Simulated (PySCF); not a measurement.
**How the method changes the constants of PtO**

State: triplet, unpaired electrons π ↑↑. Set-up: Pt x2c-TZVPPall, O x2c-TZVPPall; spin-free X2C with a Gaussian nucleus (PySCF 2.14). De refers to Pt (5d9 6s1) + O in their high-spin ground configurations, without counterpoise correction. The functionals are run spin-unrestricted. A positive dipole means Pt(−)O(+). Levels whose curve was spin-contaminated or gave no clean fit are not listed.

```json
{"Level": "PBE", "Re (Å)": "1.725", "ωe (cm⁻¹)": "858", "De (eV)": "5.14", "μ (D)": "-2.28"}
{"Level": "TPSS", "Re (Å)": "1.728", "ωe (cm⁻¹)": "857", "De (eV)": "4.76", "μ (D)": "-2.40"}
{"Level": "r²SCAN", "Re (Å)": "1.708", "ωe (cm⁻¹)": "895", "De (eV)": "4.82", "μ (D)": "-2.39"}
{"Level": "B3LYP", "Re (Å)": "1.723", "ωe (cm⁻¹)": "864", "De (eV)": "4.16", "μ (D)": "-2.63"}
{"Level": "PBE0", "Re (Å)": "1.708", "ωe (cm⁻¹)": "894", "De (eV)": "4.06", "μ (D)": "-2.71"}
{"Level": "B97-3", "Re (Å)": "1.716", "ωe (cm⁻¹)": "870", "De (eV)": "3.96", "μ (D)": "-2.82"}
{"Level": "HSE06", "Re (Å)": "1.711", "ωe (cm⁻¹)": "888", "De (eV)": "4.04", "μ (D)": "-2.70"}
{"Level": "B2PLYP", "Re (Å)": "1.718", "ωe (cm⁻¹)": "922", "De (eV)": "4.40", "μ (D)": "-3.13"}
```

The bond length runs from 1.708 Å (PBE0) to 1.728 Å (TPSS). De spans 3.96 eV (B97-3, global hybrid GGA) to 5.14 eV (PBE, GGA).

Correlated steps freeze 24 core orbitals. The metal atom is held in its measured ground configuration; semilocal functionals can put another filling of s and d lower by some tenths of an eV, and De to that atom would be smaller. Spin–orbit coupling is left out, which matters for elements this heavy, above all for dissociation energies. B2PLYP dipoles, levels and charges come from its SCF part alone. With d or f electrons several states lie close, and the lowest PBE0 determinant need not be the measured ground state.

The whole job (state search and all levels along the bond) took about 14 min on 2 threads of Arm Neoverse V2 (shared host), peak memory 8.1 GiB.
